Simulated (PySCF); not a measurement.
H$_{3}$BClFOSi (SMILES FB(Cl)O[SiH3]), singlet, at a GFN2-xTB geometry.

Here is a job for PySCF.
```python
from pyscf import gto, scf, mcscf, mp
import numpy

mol = gto.Mole()
mol.atom = '''
    B     0.14418482    0.29740307    0.56216464
    Cl   -0.35005357   -0.39529398    2.06108687
    F     0.82122617    1.44773875    0.62154430
    O    -0.12399137   -0.26520221   -0.58008658
    Si   -0.06911874   -0.32816783   -2.21627599
    H     0.67482107    0.81657958   -2.73714645
    H    -1.48184347   -0.29799247   -2.58023272
    H     0.60556652   -1.59928627   -2.45726300
'''
mol.basis = 'sto-3g'
mol.verbose = 4
mol.build()

mf = scf.RHF(mol)
mf.kernel()
mc = mcscf.CASSCF(mf, 3, 2)
mc.fix_spin_(ss=0.0)
noons, natorbs = mcscf.addons.make_natural_orbitals(mp.MP2(mf).run())
mc.kernel(natorbs)
occ = numpy.linalg.eigvalsh(mc.fcisolver.make_rdm1(mc.ci, mc.ncas, mc.nelecas))[::-1]
ss = mc.fcisolver.spin_square(mc.ci, mc.ncas, mc.nelecas)[0]
print('natural occupations', occ.round(4), ' <S^2>', round(ss, 4))
```

Task: Give the SCF-reference HOMO-LUMO gap at the level CASSCF(2,3)/STO-3G run with PySCF.

Result: 19.18 eV

Task: What is the computed SCF-reference dipole moment (CASSCF(2,3)/STO-3G)?

Result: 4.29 D

Task: Give the number of basis functions at the level CASSCF(2,3)/STO-3G.

Result: 36

Task: What is the computed SCF-reference Mulliken (on the basis functions themselves) charges in atom order (CASSCF(2,3)/STO-3G)?

Result: B1 0.57, Cl2 -0.29, F3 -0.21, O4 -0.52, Si5 0.89, H6 -0.15, H7 -0.14, H8 -0.14

Task: What nuclear repulsion energy does CASSCF(2,3)/STO-3G give?

Result: 265.0653 Eh

Task: What is the computed SCF-reference HOMO energy (CASSCF(2,3)/STO-3G)?

Result: -10.11 eV
